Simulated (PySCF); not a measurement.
A PySCF script (with the pyscf-properties extension) for the NMR shieldings of SMILES [N+]1(C)(C)[C@H](C#C)CC[BH2-]1, C₇H₁₄BN, on a GFN2-xTB geometry:

```python
import basis_set_exchange as bse
import numpy as np
from pyscf import gto, dft
from pyscf.prop import nmr

atoms = """
C     2.412948   -1.716114   -1.202916
C     1.552251   -0.901910   -1.027993
C     0.532797    0.101689   -0.798955
C     1.083821    1.392894   -0.176434
C    -0.126616    2.098258    0.460780
B    -1.378053    1.044811    0.370424
N    -0.556209   -0.356822    0.090759
C    -0.028898   -0.894136    1.342531
C    -1.371132   -1.376815   -0.557601
H     3.168951   -2.424295   -1.370438
H     0.061402    0.354193   -1.755472
H     1.564021    1.994760   -0.949032
H     1.849796    1.150229    0.564003
H    -0.339100    3.023403   -0.073949
H     0.116784    2.391972    1.482801
H    -2.066331    1.220221   -0.589389
H    -2.007560    0.901582    1.369969
H     0.504848   -0.116697    1.879814
H    -0.858596   -1.227467    1.961949
H     0.643136   -1.735284    1.152778
H    -0.784123   -2.277575   -0.759503
H    -1.769872   -0.990643   -1.493567
H    -2.209019   -1.629271    0.089518
"""
names = dict.fromkeys(["C", "B", "N", "H"], "pcSseg-1")
basis = {el: gto.basis.parse(bse.get_basis(n, elements=[el], fmt="nwchem")) for el, n in names.items()}
mol = gto.M(atom=atoms, basis=basis, charge=0, verbose=0)
mf = dft.RKS(mol, xc="PBE0")
mf.grids.level = 2
mf.grids.alignment = dft.numint.BLKSIZE   # the property module wants whole blocks of grid points
mf.conv_tol = 1e-9
mf.kernel()

calc = nmr.RKS(mf)   # GIAO
C = mf.mo_coeff
Co = C[:, mf.mo_occ > 0]
resp = mf.gen_response(singlet=True, hermi=2)
def vind(x):   # induced exchange potential for any number of trial vectors
    d = np.einsum("pi,xij,qj->xpq", C, 2 * x.reshape(-1, C.shape[1], Co.shape[1]), Co, optimize=True)
    return np.einsum("xpq,pi,qj->xij", resp(d - d.transpose(0, 2, 1)), C, Co, optimize=True).ravel()
mo1, _ = nmr.rhf.solve_mo1(calc, with_cphf=vind)
sigma = calc.kernel(mo1)
for i, s in enumerate(sigma):   # ppm
    print("%2d %-2s %9.2f" % (i, mol.atom_pure_symbol(i), np.trace(s) / 3))
```

Q: What are the results?

A: 
```
 0 C     102.45
 1 C     101.49
 2 C     123.47
 3 C     149.57
 4 C     177.20
 5 B     108.26
 6 N     196.44
 7 C     143.81
 8 C     136.81
 9 H      29.74
10 H      28.10
11 H      29.17
12 H      29.72
13 H      30.68
14 H      30.78
15 H      29.45
16 H      29.28
17 H      29.14
18 H      29.45
19 H      29.11
20 H      28.96
21 H      29.31
22 H      28.94
```

These numbers come from an equivalent density-fitted implementation of the same equations, which agrees with the script to about 0.01 ppm for H and up to a few tenths of a ppm for heavy atoms, so last digits may differ.

Size and cost of the density-fitted run: 223 basis functions, 79 s wall time on 1 thread of an Arm Neoverse V2, shared host; peak memory 1.1 GiB.
